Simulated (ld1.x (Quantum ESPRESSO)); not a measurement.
u(r) = r·R(r): atom against pseudo-atom (oxygen (O))

Columns: radius, all-electron u(r) and pseudo u(r) of the 2s shell (level -23.96 eV) of oxygen in the configuration [He] 2s2 2p4; PBE, scalar-relativistic, ultrasoft scheme, ld1.x (Quantum ESPRESSO) 7.5.

```
r (bohr)  all-electron   pseudo
   0.078        0.4052  -0.1413
   0.155        0.3602  -0.2774
   0.232        0.1460  -0.4069
   0.310       -0.1137  -0.5285
   0.388       -0.3571  -0.6379
   0.465       -0.5586  -0.7321
   0.542       -0.7155  -0.8111
   0.620       -0.8301  -0.8748
   0.698       -0.9051  -0.9214
   0.775       -0.9468  -0.9505
   0.852       -0.9624  -0.9626
   0.930       -0.9579  -0.9579
   1.008       -0.9379  -0.9379
   1.085       -0.9071  -0.9071
   1.162       -0.8688  -0.8688
   1.240       -0.8250  -0.8250
   1.318       -0.7782  -0.7782
   1.395       -0.7307  -0.7307
   1.472       -0.6830  -0.6830
   1.550       -0.6355  -0.6355
   1.628       -0.5893  -0.5893
   1.705       -0.5456  -0.5456
   1.782       -0.5039  -0.5039
   1.860       -0.4640  -0.4640
   1.938       -0.4264  -0.4264
   2.015       -0.3918  -0.3918
```

**Question.** How many radial nodes do the two functions have?

**Answer.** The all-electron 2s function has n − l − 1 = 1; the pseudo-wave has 0, since the states of the same l below it are removed with the core.

**Question.** At about which radius was the pseudo-wave matched?

**Answer.** 0.90 bohr, where the columns begin to agree (steps of 0.08 bohr).

**Question.** Where does each function peak?

**Answer.** Outermost all-electron maximum near 0.85 bohr, pseudo maximum near 0.85 bohr (to the table’s step).

**Question.** Is the pseudo-wave norm-conserving?

**Answer.** No, it belongs to an ultrasoft set: the norm inside the radius is not constrained, and the difference is carried by the augmentation charge.
